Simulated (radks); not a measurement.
Question: All-electron atom: W3+ in [Kr] 4d10 4f14 5s2 5p4 5d5 (not the ground configuration). Method: Dirac Kohn-Sham, PBE, spin-unpolarised, spherical densities, point nucleus; open shells fill j = l - 1/2 first; computed with a radial shooting solver on a logarithmic mesh with Libxc functionals. Some entries of the table are withheld. Estimate them.

| orbital | occ. | eigenvalue (eV) | r(max) (bohr) | <r> (bohr) |
|---|---|---|---|---|
| 1s1/2 | 2 | -69435.73 | 0.01145 | 0.01834 |
| 2s1/2 | 2 | -12004.51 | 0.06586 | 0.07693 |
| 2p1/2 | 2 | -11479.97 | 0.04896 | 0.06365 |
| 2p3/2 | 4 | -10126.98 | 0.05580 | 0.07161 |
| 3s1/2 | 2 | -2790.818 | 0.1855 | 0.2005 |
| 3p1/2 | 2 | (1) | 0.1737 | 0.1905 |
| 3p3/2 | 4 | (2) | 0.1877 | 0.2053 |
| 3d3/2 | 4 | -1872.527 | 0.1471 | 0.1797 |
| 3d5/2 | 6 | -1808.909 | 0.1509 | 0.1842 |
| 4s1/2 | 2 | -602.9763 | 0.4211 | 0.4494 |
| 4p1/2 | 2 | -506.2332 | 0.4209 | 0.4546 |
| 4p3/2 | 4 | -438.4567 | 0.4504 | 0.4878 |
| 4d3/2 | 4 | -279.6917 | 0.4472 | 0.5046 |
| 4d5/2 | 6 | -267.2011 | 0.4565 | 0.5160 |
| 5s1/2 | 2 | -111.7418 | 0.9594 | 1.057 |
| 5p1/2 | 2 | -82.6388 | 1.026 | 1.156 |
| 5p3/2 | 2 | -72.3320 | 1.107 | 1.250 |
| 4f5/2 | 6 | -68.4467 | 0.4262 | 0.5978 |
| 4f7/2 | 8 | -66.1924 | 0.4311 | 0.6069 |
| 5d3/2 | 4 | -33.9222 | 1.383 | 1.674 |
| 5d5/2 | 1 | -32.8709 | 1.418 | 1.717 |
| 6s1/2 | 0 | -29.2705 | (3) | 2.555 |
| 6p1/2 | 0 | -22.5605 | 2.679 | 2.949 |
| 6p3/2 | 0 | -21.0098 | 2.874 | 3.138 |

Answer: 
(1) 3p1/2 eigenvalue (eV): -2557.465
(2) 3p3/2 eigenvalue (eV): -2264.892
(3) 6s1/2 r(max) (bohr): 2.326
